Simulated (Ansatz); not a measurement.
trans-NiH(PF3)2F (NiP₂HF₇). Charge 0, multiplicity 1. Geometry PBE-D4/def2-SVP, basis def2-TZVP, Ansatz.

Cartesian coordinates in Å:
```
Ni 0.070 -0.052 -0.005
H -1.139 0.762 0.098
P -0.303 -0.096 -2.050
F 0.825 0.499 -3.011
F -1.572 0.643 -2.678
F -0.495 -1.528 -2.730
F 1.562 -1.060 -0.137
P 0.207 0.162 2.058
F 0.186 -1.172 2.938
F -0.873 1.008 2.877
F 1.533 0.835 2.640
```

```tsv
run	HOMO (eV)	LUMO (eV)
A	-8.48	-2.48
B	-6.65	-3.39
C	-11.01	-0.34
D	-6.34	-3.55
E	-6.60	-3.86
```

The runs used LDA (SPW92), PBE, PBE0, r2SCAN, ωB97X-V. Estimate which is which.

A PBE0 (25 % exact exchange); B r2SCAN (0 % exact exchange); C ωB97X-V (range-separated); D PBE (0 % exact exchange); E LDA (SPW92) (0 % exact exchange). Exact exchange lowers occupied and raises empty levels; among semilocal functionals meta-GGAs tend to open the gap a little, and such runs are hard to tell apart. The gap grows from 2.75 eV (LDA (SPW92)) to 10.68 eV (ωB97X-V).
